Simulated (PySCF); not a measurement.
PySCF input file for F3Ga, SMILES [F][Ga+]([F])[F] (connectivity only; charge and spin as stated), charge +1, multiplicity 2, PBE-D3(BJ)/def2-SVP. Geometry optimised at PBE-D3(BJ)/def2-SVP.

```python
import numpy as np
from pyscf import gto, scf, dft, df
from pyscf.hessian import thermo

mol = gto.M(
    atom='''
    Ga   -0.00000000    0.00000000   -0.20079064
    F     0.00000000    0.00000000   -1.90246758
    F     0.00000000   -1.05851414    1.29703990
    F     0.00000000    1.05851414    1.29703990
    ''',
    basis='def2-SVP',
    charge=1,
    spin=1,
    max_memory=1600,
    verbose=3,
)
mf = dft.UKS(mol, xc='pbe').density_fit(auxbasis='def2-universal-jkfit')
mf.disp = 'd3bj'
mf.grids.level = 3
mf.conv_tol = 1e-11
mf.max_cycle = 100
mf.kernel()
fine, coarse = mf.grids, dft.Grids(mol).set(level=1).build(with_non0tab=True)
for _ in range(3):  # follow internal instabilities
    mf.grids = coarse
    mo, _, stable, _ = mf.stability(return_status=True, nroots=4)
    mf.grids = fine
    if stable:
        break
    mf.kernel(mf.make_rdm1(mo, mf.mo_occ))

# [left out here: the lines that compute and print the analytic Hessian (its translational invariance restored by hand, since the grid's response is missing), thermochemistry and intensities]
```

Log of the run:

```

WARN: HOMO -0.4114944062189 >= LUMO -0.411494406218902

converged SCF energy = -2222.96154925985  <S^2> = 0.7526905  2S+1 = 2.0026887
<class 'pyscf.df.df_jk.DFUKS'> wavefunction is stable in the internal stability analysis

WARN: DFTD3 does not support analytical Hessian, using finite difference


WARN: Mole.unit (angstrom) is changed to Bohr

Mode                                 0                   1                   2
Irrep
Freq [cm^-1]                      123.0079            142.1796            265.6896
Reduced mass [au]                  24.7851             27.6594             20.2795
Force const [Dyne/A]                0.2210              0.3294              0.8434
Char temp [K]                     176.9810            204.5648            382.2681
Normal mode                   x     y     z       x     y     z       x     y     z
       0  Ga                -0.00  0.07  0.00    0.08  0.00  0.00    0.00  0.00 -0.04
       1   F                 0.00 -0.16  0.00   -0.13 -0.00  0.00   -0.00 -0.00 -0.04
       2   F                 0.00 -0.05 -0.06   -0.08 -0.00 -0.00   -0.00  0.13  0.08
       3   F                 0.00 -0.05  0.06   -0.08  0.00 -0.00   -0.00 -0.13  0.08
Mode                                 3                   4                   5
Irrep
Freq [cm^-1]                      447.4436            592.1127            806.0968
Reduced mass [au]                  20.7186             19.6857             24.6456
Force const [Dyne/A]                2.4439              4.0664              9.4355
Char temp [K]                     643.7717            851.9183           1159.7938
Normal mode                   x     y     z       x     y     z       x     y     z
       0  Ga                -0.00  0.04  0.00    0.00  0.00 -0.03   -0.00  0.00 -0.07
       1   F                 0.00  0.02  0.00   -0.00  0.00 -0.11    0.00  0.00  0.18
       2   F                 0.00 -0.08  0.13   -0.00 -0.10  0.10    0.00 -0.03  0.03
       3   F                 0.00 -0.08 -0.13   -0.00  0.10  0.10    0.00  0.03  0.03
temperature 298.1500 [K]
pressure 101325.00 [Pa]
Rotational constants [GHz] 11.87071 3.73000 2.83819
Symmetry number 2
Zero-point energy (ZPE) 0.00541 [Eh]   14214.807 [J/mol]
                           tot       elec      trans        rot        vib
Entropy [J/mol/K]       312.524      5.763    169.133    100.304     37.323
Cv [J/mol/K]             61.063      0.000     12.472     12.472     36.119
Cp [J/mol/K]             69.377      0.000     20.786     12.472     36.119
Internal energy [J/mol]                      3718.434   3718.434  20306.975
Internal energy [Eh]   -2222.95098  -2222.96155
Enthalpy [J/mol]                             6197.391   3718.434  20306.975
Enthalpy [Eh]          -2222.95004
Gibbs free energy [J/mol]                  -44229.708 -26187.334   9179.214
Gibbs free energy [Eh] -2222.98553
mode   freq/cm-1   IR/(km/mol)
   1      123.01        18.284
   2      142.18        31.205
   3      265.69         6.678
   4      447.44         5.902
   5      592.11         4.177
   6      806.10        31.497
max |gradient| / (hartree/bohr): 0.0001910274356085832
APT charges: [ 1.4071 -0.2885 -0.0593 -0.0593]
```

The run converged.
